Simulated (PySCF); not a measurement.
Species: C6H5F2O2 (charge +1).
Z-matrix (Å and degrees, GFN2-xTB geometry), rows numbered from 1:
```
F 
C   1  1.3334
F   2  1.3142  1  109.07
O   2  1.4143  1  109.43  3  -115.26
C   4  1.3088  2  122.34  1   -47.93
C   5  1.3998  4  120.32  2   174.85
C   6  1.3786  5  118.05  4  -179.62
C   7  1.4073  6  119.53  5    -0.01
C   8  1.3645  7  118.17  6    -0.33
O   5  1.3166  4  118.46  2    -5.46
H   2  1.1052  1  109.65  3   121.06
H   6  1.0787  5  118.88  4    -0.01
H   7  1.0805  6  120.28  5   179.80
H   8  1.0781  7  121.24  6   179.64
H   9  1.0828  8  125.32  7  -179.98
```

The closed-shell SCF was solved with PySCF and density fitting under several settings on one GFN2-xTB geometry (grid level 2 and gas phase unless stated).

```
                                settings  basis functions  SCF cycles     E (Eh)  HOMO (eV)  LUMO (eV)
KT3/def2-SVPD, energy threshold 1e-08 Eh              252          12  -589.1648     -12.14      -8.47
       PBE0/def2-SVP, IEF-PCM chloroform              165          14  -580.5148      -9.67      -4.11
```

Task: Estimate the rows for these settings: (1) PBE0/pcSseg-1, energy threshold 1e-06 Eh, damping 0.1 at the start, DIIS from the seventh cycle; (2) LC-wPBE/pcSseg-1; (3) OPBE/ANO-RCC-VDZP.

Result: 
```csv
settings,basis functions,SCF cycles,E (Eh),HOMO (eV),LUMO (eV)
"PBE0/pcSseg-1, energy threshold 1e-06 Eh, damping 0.1 at the start, DIIS from the seventh cycle",195,16,-580.8151,-13.22,-7.70
LC-wPBE/pcSseg-1,195,15,-581.0692,-15.71,-5.60
OPBE/ANO-RCC-VDZP,165,17,-581.3864,-12.14,-8.46
```

Task: Over all rows, what range does the HOMO–LUMO gap span?

Result: From 3.67 eV (KT3/def2-SVPD, energy threshold 1e-08 Eh) to 10.11 eV (LC-wPBE/pcSseg-1). The functional of the narrowest has no exact exchange, that of the widest range-separated exact exchange.

Whole jobs, the steps after the SCF included, on one thread of an Arm Neoverse N1, no GPU, on a shared host:

```csv
settings,work after the SCF,wall time,peak memory
"KT3/def2-SVPD, energy threshold 1e-08 Eh","shieldings, ring-centre shieldings",87 s,0.90 GiB
"PBE0/def2-SVP, IEF-PCM chloroform","shieldings, ring-centre shieldings, charges and field gradients",39 s,0.88 GiB
"PBE0/pcSseg-1, energy threshold 1e-06 Eh, damping 0.1 at the start, DIIS from the seventh cycle","shieldings, ring-centre shieldings",56 s,1.0 GiB
LC-wPBE/pcSseg-1,"shieldings, ring-centre shieldings, charges and field gradients",82 s,1.0 GiB
OPBE/ANO-RCC-VDZP,"shieldings, ring-centre shieldings",3.5 min,0.73 GiB
```

Cycle counts include a coarse-grid stage where the run had one. KT3 was designed for NMR shieldings or shifts; total energies of different functionals aren't comparable. ANO-RCC sets were contracted for a scalar-relativistic Hamiltonian, but ran non-relativistically here. The species at its GFN2-xTB geometry (one conformer only).
